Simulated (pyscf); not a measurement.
# `[Cl][GeH2][GeH3]`, singlet

Gas-phase minimum from PySCF at ωB97X-D3(BJ)/def2-SVP, one conformer. 

SMILES: [GeH2]([Cl])[GeH3]
```xyz
8

Cl    -0.1694    -0.4352     1.1960
Ge    -0.3200    -1.4554    -0.7164
Ge    -1.2198     0.1779    -2.2264
H      1.0958    -1.9228    -1.0788
H     -1.2341    -2.6681    -0.4970
H     -2.5825     0.6424    -1.6983
H     -1.3931    -0.4235    -3.6302
H     -0.2587     1.3708    -2.2973
```

Bonded distances (Å): Cl1–Ge2 2.173, Ge2–Ge3 2.400, Ge2–H4 1.534, Ge2–H5 1.534, Ge3–H6 1.533, Ge3–H7 1.537, Ge3–H8 1.534. Bond angles (°): Cl1–Ge2–Ge3 105.1, Cl1–Ge2–H4 106.7, Cl1–Ge2–H5 106.7, Ge3–Ge2–H4 113.9, Ge3–Ge2–H5 113.9, H4–Ge2–H5 110.0, Ge2–Ge3–H6 108.8, Ge2–Ge3–H7 110.5, Ge2–Ge3–H8 108.9, H6–Ge3–H7 109.4, H6–Ge3–H8 109.7, H7–Ge3–H8 109.4.

Properties at ωB97X-D3(BJ)/def2-SVP:

| Property | Value |
|---|---|
| Harmonic wavenumbers, unscaled | 88, 91, 287, 353, 429, 481, 538, 672, 751, 824, 894, 902, 905, 2183, 2195, 2196, 2201, 2205 cm⁻¹ |
| Zero-point energy | 26.0 kcal/mol |
| Rotational symmetry number | 1 |
| Entropy of this conformer at 298 K and 1 atm, rigid rotor and harmonic oscillator, modes under 100 cm⁻¹ raised to 100 | 345.0 J/(mol K) |
| Dipole moment | 2.13 D |

Single-point totals, which compare only within one level (frozen core for MP2 and CC):

```csv
level,total energy (hartree)
ωB97X-D3(BJ)/def2-TZVP,-4617.19905
PBE/def2-TZVP,-4616.43359
r²SCAN/def2-TZVP,-4617.21592
B3LYP-D3(BJ)/def2-TZVP,-4617.39178
PBE0-D3(BJ)/def2-TZVP,-4616.59315
M06-2X/def2-TZVP,-4617.24287
ωB97M-D3(BJ)/def2-TZVP,-4617.35396
HF/def2-TZVPP,-4613.20220
MP2/def2-TZVPP,-4613.91553
CCSD/def2-TZVPP,-4613.95278
CCSD(T)/def2-TZVPP,-4613.98029
```

Soft torsions are taken as harmonic, which can shift the entropy by several J/(mol K). The CCSD(T) − MP2 part came from Ansatz, without density fitting, on the same reference. The frozen core leaves the outer d or s,p core shells of the metals and heavy elements correlated in the MP2 and CC values, and def2-TZVPP describes them poorly, so these totals are far from the basis limit. Elements up to Kr have no core potential and no relativistic terms here.
